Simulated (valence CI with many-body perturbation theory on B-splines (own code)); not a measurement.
# Mn XXI: calculated level list

Method: valence CI with perturbative core correlation (CI+MBPT): three valence electrons over a frozen Dirac-Fock core [He], a basis of 11 s, 11 p, 10 d, 8 f, 5 g, 2 h functions for each j, with the one-electron correlation potential Σ1, the two-electron term Σ2, the three-electron term Σ3, Breit, model QED; selected CI, second order for the rest, scaled by the run's own slope (own B-spline code, finite nucleus).

No measured levels were compared; by estimate levels of excited configurations hold to 0.05 to 0.15 % of their energy, terms of the ground configuration to about 0.5 %.

Levels 46 to 90 of 205, with energies above the lowest level, 2s2.2p 2P°_1/2. "Leading %" is the weight of the configuration and term that name the level; weights of strongly mixed levels are sums over their largest components and can fall short. In the jj column 3d3/2^4 stands for four electrons in 3d with j = 3/2. Lifetimes count E1, E2, E3, M1 and M2 decay at the calculated energies, and are blank where another channel may lead or the interval is too uncertain; long ones can be off by a factor of two.

```csv
No.,Configuration,Term,J,E (eV),Leading %,Lifetime,Leading jj,g
46,2s.2p.3s,2P°,3/2,1010.0,82,183 fs,2s 2p3/2 3s (69 %),1.322
47,2s.2p.3d,2D°,3/2,1013.2,71,113 fs,2s 2p1/2 3d3/2 (26 %),0.877
48,2s.2p.3d,4F°,9/2,1013.8,100,2.30 ns,2s 2p3/2 3d5/2 (100 %),1.332
49,2s.2p.3d,2D°,5/2,1014.9,47,82.3 fs,2s 2p1/2 3d5/2 (34 %),1.162
50,2s.2p.3d,4D°,7/2,1017.3,81,49.1 fs,2s 2p3/2 3d5/2 (61 %),1.390
51,2s.2p.3d,4D°,5/2,1018.6,47,54.4 fs,2s 2p3/2 3d3/2 (56 %),1.408
52,2s.2p.3d,4P°,3/2,1019.3,70,60.5 fs,2s 2p3/2 3d3/2 (82 %),1.572
53,2s.2p.3d,4P°,1/2,1019.7,92,69.5 fs,2s 2p3/2 3d3/2 (95 %),2.470
54,2s.2p.3d,2F°,5/2,1023.0,66,77.6 fs,2s 2p3/2 3d5/2 (58 %),0.998
55,2s.2p.3d,2P°,3/2,1027.4,81,79.8 fs,2s 2p3/2 3d5/2 (66 %),1.280
56,2s.2p.3d,2F°,7/2,1029.1,98,54.3 fs,2s 2p3/2 3d3/2 (52 %),1.146
57,2s.2p.3p,2P,1/2,1030.7,82,341 fs,2s 2p3/2 3p1/2 (61 %),0.762
58,2s.2p.3p,2D,3/2,1031.2,69,658 fs,2s 2p3/2 3p1/2 (77 %),0.952
59,2s.2p.3d,2P°,1/2,1031.2,94,70.8 fs,2s 2p3/2 3d5/2 (90 %),0.662
60,2s.2p.3p,2D,5/2,1033.1,92,1.12 ps,2s 2p3/2 3p3/2 (70 %),1.205
61,2s.2p.3p,2P,3/2,1034.3,62,453 fs,2s 2p3/2 3p3/2 (75 %),1.185
62,2s.2p.3p,2S,1/2,1037.3,58,1.07 ps,2s 2p3/2 3p3/2 (44 %),2.130
63,2p2.3s,4P,1/2,1040.7,62,801 fs,2p1/2^2 3s (36 %),2.338
64,2p2.3s,4P,3/2,1045.6,95,687 fs,2p1/2 2p3/2 3s (94 %),1.712
65,2p2.3s,4P,5/2,1050.5,83,580 fs,2p1/2 2p3/2 3s (70 %),1.532
66,2s.2p.3d,2F°,7/2,1051.3,93,86.1 fs,2s 2p3/2 3d5/2 (72 %),1.145
67,2s.2p.3d,2F°,5/2,1051.6,91,60.4 fs,2s 2p3/2 3d3/2 (77 %),0.868
68,2s.2p.3d,2D°,3/2,1053.0,95,50.9 fs,2s 2p3/2 3d3/2 (70 %),0.810
69,2p2.3s,2P,1/2,1053.2,79,301 fs,2p1/2 2p3/2 3s (75 %),0.801
70,2s.2p.3d,2D°,5/2,1054.4,94,50.7 fs,2s 2p3/2 3d5/2 (78 %),1.189
71,2p2.3p,4D°,1/2,1055.0,37,124 fs,2p1/2^2 3p1/2 (63 %),0.743
72,2s.2p.3d,2P°,1/2,1057.2,70,101 fs,2s 2p3/2 3d3/2 (51 %),0.660
73,2p2.3s,2P,3/2,1057.3,51,324 fs,2p1/2 2p3/2 3s (85 %),1.116
74,2s.2p.3d,2P°,3/2,1057.4,89,70.2 fs,2s 2p3/2 3d5/2 (66 %),1.333
75,2p2.3p,4D°,3/2,1060.6,72,293 fs,2p1/2^2 3p3/2 (48 %),1.282
76,2p2.3p,2S°,1/2,1061.4,46,263 fs,2p1/2 2p3/2 3p1/2 (86 %),1.394
77,2p2.3p,2D°,3/2,1065.3,37,276 fs,2p1/2 2p3/2 3p1/2 (68 %),1.265
78,2p2.3p,4D°,5/2,1066.0,88,361 fs,2p1/2 2p3/2 3p3/2 (76 %),1.373
79,2p2.3s,2D,5/2,1066.7,79,371 fs,2p3/2^2 3s (70 %),1.262
80,2p2.3p,4P°,1/2,1067.8,68,260 fs,2p1/2 2p3/2 3p3/2 (78 %),2.305
81,2p2.3p,4P°,5/2,1068.5,46,288 fs,2p1/2 2p3/2 3p1/2 (57 %),1.364
82,2p2.3s,2D,3/2,1068.7,56,338 fs,2p3/2^2 3s (86 %),1.027
83,2p2.3p,2D°,3/2,1070.1,57,247 fs,2p1/2 2p3/2 3p3/2 (93 %),1.184
84,2p2.3p,4D°,7/2,1070.9,83,373 fs,2p1/2 2p3/2 3p3/2 (70 %),1.380
85,2p2.3d,4F,3/2,1075.7,73,948 fs,2p1/2^2 3d3/2 (75 %),0.590
86,2p2.3p,4S°,3/2,1076.2,52,216 fs,2p1/2 2p3/2 3p3/2 (72 %),1.671
87,2p2.3p,4P°,5/2,1077.3,35,264 fs,2p1/2 2p3/2 3p3/2 (41 %),1.257
88,2p2.3p,2P°,3/2,1077.5,48,192 fs,2p1/2 2p3/2 3p1/2 (45 %),1.499
89,2p2.3d,4F,5/2,1078.2,63,497 fs,2p1/2^2 3d5/2 (59 %),1.125
90,2p2.3p,2P°,1/2,1080.7,77,226 fs,2p3/2^2 3p3/2 (58 %),0.841
```

Names give the largest LS component (configuration and term), which can be under half, so a name can repeat, a term be missing and a line seem to break the LS rules; names also repeat where a configuration has a term twice.
